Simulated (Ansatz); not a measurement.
Consider the substitution at a C–Al bond: `N#[C][AlH][OH]` + `OCO` → `N#COCO` + `[OH][AlH2]`.

Program: Ansatz. Geometries: PBE0-D4/def2-TZVP. ΔE: electronic, gas phase. CBS: MP2 limit from def2 TZ/QZ plus the TZ coupled-cluster correction, frozen cores. This one scheme is used for every species. Functionals use def2-TZVPP. B3LYP here is the variant with VWN-RPA as its local correlation; programs differ in this. Each species was taken in one conformer, which may not be the lowest.

`N#[C][AlH][OH]`:

Cartesian coordinates in Å:
```
N -1.551 2.243 0.579
C -0.983 1.261 0.369
Al -0.107 -0.428 0.049
O 1.449 -0.283 -0.569
H -0.835 -1.782 0.359
H 2.028 -1.011 -0.787
```

`OCO`:

```xyz
7

O     1.171    0.120    0.315
C    -0.222    0.202    0.280
O    -0.780   -0.475   -0.807
H     1.411   -0.808    0.404
H    -0.447    1.273    0.256
H    -0.682   -0.249    1.166
H    -0.451   -0.063   -1.612
```

`N#COCO`:

```xyz
8

N     2.665   -0.517   -0.598
C     1.558   -0.206   -0.711
O     0.332    0.135   -0.854
C    -0.427    0.216    0.405
O    -1.733    0.403    0.097
H    -0.068    1.091    0.946
H    -0.216   -0.708    0.954
H    -2.112   -0.415   -0.240
```

`[OH][AlH2]`:

```xyz
5

O     0.964    0.243   -0.701
Al   -0.497   -0.064    0.103
H     1.818    0.211   -0.273
H    -0.482   -0.426    1.646
H    -1.803    0.036   -0.775
```

```csv
level,ΔE (kcal/mol),difference from CCSD(T)/CBS
PBE-D4,32.3,-7.4
r2SCAN-D4,34.5,-5.2
PBE0-D4,34.1,-5.6
B3LYP-D4,35.1,-4.6
ωB97X-V,35.7,-4.0
ωB97M-V,37.3,-2.4
B2PLYP,37.0,-2.7
PBE,32.4,-7.3
r2SCAN,34.6,-5.1
PBE0,34.2,-5.5
B3LYP,35.3,-4.4
HF/def2-TZVPP,37.8,-1.9
MP2/def2-TZVPP,39.6,-0.1
SCS-MP2/def2-TZVPP,39.3,-0.4
CCSD/def2-TZVPP,39.2,-0.5
CCSD(T)/def2-TZVPP,38.7,-1.0
HF/def2-QZVPP,37.8,-1.9
MP2/def2-QZVPP,40.2,0.5
SCS-MP2/def2-QZVPP,40.0,0.3
HF/CBS(def2),37.8,-1.9
MP2/CBS(def2),40.6,0.9
CCSD/CBS(def2),40.3,0.6
CCSD(T)/CBS,39.7,0
```

Largest T1 diagnostic among the species: 0.014.

In def2-TZVPP, CCSD(T) changes the Hartree–Fock value by +0.9 kcal/mol (the triples alone add −0.6 kcal/mol) and MP2 by +1.8 kcal/mol. From PBE to PBE0 (25 % exact exchange), in def2-TZVPP and without D4, ΔE moves by +1.8 kcal/mol.
